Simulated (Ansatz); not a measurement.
Born–Oppenheimer molecular dynamics of Cl2F2H4NTa (10 atoms, charge 0, multiplicity 1). It starts at the highest image of a converged band. Of that band: Neighbouring images differ by up to 1.7 eV, so the band resolves the path poorly. A vibrational analysis at the climbing image gives one clearly imaginary mode, 1352i cm⁻¹: a first-order saddle point.

Method: RHF/def2-mTZVP in Ansatz.

```
ensemble                      : NVE (velocity Verlet)
time step                     : 0.5 fs
steps asked                   : 200
starting velocities drawn for : 100 K
seed                          : 10156
```

First frame:

```xyz
10
Properties=species:S:1:pos:R:3
Ta -0.328 -0.231 -0.294
Cl 2.377 0.484 -0.386
F 0.076 -0.549 1.492
Cl -0.358 -0.026 -2.647
N -0.754 1.636 0.046
H -0.584 2.068 0.934
H -0.879 2.326 -0.667
F -1.913 -1.159 -0.206
H 0.990 -1.612 -0.606
H 1.804 -0.886 -0.545
```

(1) How far do the bonds stretch over the last three quarters of this one trajectory? (Pairs bonded in most of those frames.)

## Answers

(1) 
| bond | mean (Å) | spread (Å) | shortest | longest |
| --- | --- | --- | --- | --- |
| Ta1–Cl2 | 3.215 | 0.300 | 2.82 | 3.80 |
| Ta1–F3 | 1.871 | 0.013 | 1.84 | 1.89 |
| Ta1–Cl4 | 2.386 | 0.035 | 2.32 | 2.43 |
| Ta1–N5 | 1.994 | 0.049 | 1.91 | 2.08 |
| Ta1–F8 | 1.840 | 0.012 | 1.82 | 1.87 |
| Ta1–H9 | 1.788 | 0.045 | 1.71 | 1.88 |
| Cl2–H10 | 1.288 | 0.033 | 1.24 | 1.34 |
| N5–H6 | 1.001 | 0.010 | 0.98 | 1.02 |
| N5–H7 | 0.999 | 0.007 | 0.98 | 1.01 |

Pairs bonded in part of these frames only: Ta1–Cl2 70 %.

Mean temperature of the second half: 690 K. The conserved energy stayed within 0.058 meV per atom of its start (net change 0.05 meV per atom), so the integration is sound. The kinetic energy rose, since the run started high on the potential surface and went downhill. It ends in pieces (ClF2H3NTa + ClH), so much of that is their flight and rotation, not heat. A run of 0.1 ps of so small a system gives no equilibrium averages. The orbitals stay closed-shell, which can raise the energy where a bond breaks towards radicals; this wasn't checked here.

The run took 7.4 min on 4 threads of Arm Neoverse V2 (shared host), peak memory 0.43 GiB.
